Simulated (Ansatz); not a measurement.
Li₈Sn. Charge 0, multiplicity 1. Geometry PBE0-D4/def2-SVP, basis def2-TZVP, Ansatz.

```tsv
atom	x (Å)	y (Å)	z (Å)
Li1	0.8742	-1.0573	1.2379
Li2	3.1692	0.9857	1.0075
Li3	0.2174	1.0049	3.4520
Li4	0.1715	1.3991	0.4426
Li5	-1.7493	1.0267	-2.3585
Li6	-2.1233	-0.0888	1.5114
Li7	1.4905	-0.2024	-1.5219
Li8	-1.0042	-2.1902	-2.9876
Sn9	-1.0460	-0.8776	-0.7835
```

| run | HOMO (eV) | LUMO (eV) |
| --- | --- | --- |
| A | -2.55 | -2.04 |
| B | -2.51 | -1.84 |
| C | -2.96 | -1.55 |
| D | -3.56 | -0.83 |
| E | -2.64 | -1.87 |

In the def2 sets Sn takes a core potential; there is no spin–orbit coupling. HSE06 is defined as in plane-wave codes, on full-range PBE exchange. Another isomer (singlet) lies 0.17 eV lower at PBE0-D4/def2-TZVP; other spin states weren't run for this one.

Problem. The runs used CAM-B3LYP, HSE06, PBE, PBE0, r2SCAN. Estimate which is which.

Solution. A PBE (0 % exact exchange); B r2SCAN (0 % exact exchange); C PBE0 (25 % exact exchange); D CAM-B3LYP (range-separated); E HSE06 (range-separated). Exact exchange lowers occupied and raises empty levels; among semilocal functionals meta-GGAs tend to open the gap a little, and such runs are hard to tell apart. The gap grows from 0.50 eV (PBE) to 2.74 eV (CAM-B3LYP). The restricted singlet is unstable towards broken spin symmetry in Hartree–Fock (as tested in another run); at PBE-D4/def2-TZVP, r2SCAN-D4/def2-TZVP, PBE0-D4/def2-TZVP, CAM-B3LYP-D4/def2-TZVP and others this wasn't settled.
